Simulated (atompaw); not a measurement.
## Which change was made? (Br, PAW (atompaw))

```
Element                 : bromine
Generator               : atompaw 4.2.0.5
Type                    : PAW
Functional              : PBE
Relativity              : scalar-relativistic
Frozen core             : [Ar]
Valence charge          : 17
Reference configuration : 3d10 4s2 4p4 (charge +1)
Partial waves           : 4s (bound): rc 1.95 bohr; 4s channel at 2.2 Ry: rc 1.95 bohr; 4p (bound): rc 1.95 bohr; 4p channel at 3.2 Ry: rc 1.95 bohr; 3d (bound): rc 1.00 bohr; 3d channel at -0.4 Ry: rc 1.00 bohr
Local potential         : bessel scheme, radius 1.40 bohr
Core correction         : smooth core density matched at 1.75 bohr
Augmentation charge     : besselshape compensation charge, radius 1.95 bohr; PAW radius 1.95 bohr; waves and projectors: modrrkj vanderbiltortho
```

Cutoffs, loose and tight: the cutoffs (Ry, on a coarse ladder) from which the occupation-weighted sum of valence levels, in a spherical-Bessel basis at the reference potential, stays within 10 and 1 mRy of its value at 400 Ry. They see the waves, projectors and local potential, not the compensation charge or the core.

The base gives: outcome: generated; cutoff, loose: 160 Ry; cutoff, tight: 260 Ry; bound ghosts: none.

Q: After one change the result is: outcome: failed: atompaw: The overlap operator has at least one negative eigenvalue!. Which change was it?
A. all radii scaled by about 1.27 (s 2.48, p 2.48, d 1.28 bohr); local potential bessel scheme, radius 1.78 bohr; augmentation besselshape compensation charge, radius 2.48 bohr; PAW radius 2.48 bohr; waves and projectors: modrrkj vanderbiltortho; core correction smooth core density matched at 2.22 bohr
B. all radii scaled by about 1.13 (s 2.20, p 2.20, d 1.14 bohr); local potential bessel scheme, radius 1.58 bohr; augmentation besselshape compensation charge, radius 2.20 bohr; PAW radius 2.20 bohr; waves and projectors: modrrkj vanderbiltortho; core correction smooth core density matched at 1.98 bohr
C. all radii scaled by about 0.83 (s 1.62, p 1.62, d 0.84 bohr); local potential bessel scheme, radius 1.16 bohr; augmentation besselshape compensation charge, radius 1.62 bohr; PAW radius 1.62 bohr; waves and projectors: modrrkj vanderbiltortho; core correction smooth core density matched at 1.46 bohr

A: C. The others give: all radii scaled by about 1.13 (s 2.20, p 2.20, d 1.14 bohr); local potential bessel scheme, radius 1.58 bohr; augmentation besselshape compensation charge, radius 2.20 bohr; PAW radius 2.20 bohr; waves and projectors: modrrkj vanderbiltortho; core correction smooth core density matched at 1.98 bohr → outcome: generated; cutoff, loose: 120 Ry; cutoff, tight: 200 Ry; bound ghosts: none | all radii scaled by about 1.27 (s 2.48, p 2.48, d 1.28 bohr); local potential bessel scheme, radius 1.78 bohr; augmentation besselshape compensation charge, radius 2.48 bohr; PAW radius 2.48 bohr; waves and projectors: modrrkj vanderbiltortho; core correction smooth core density matched at 2.22 bohr → outcome: generated; cutoff, loose: 90 Ry; cutoff, tight: 140 Ry; bound ghosts: none.
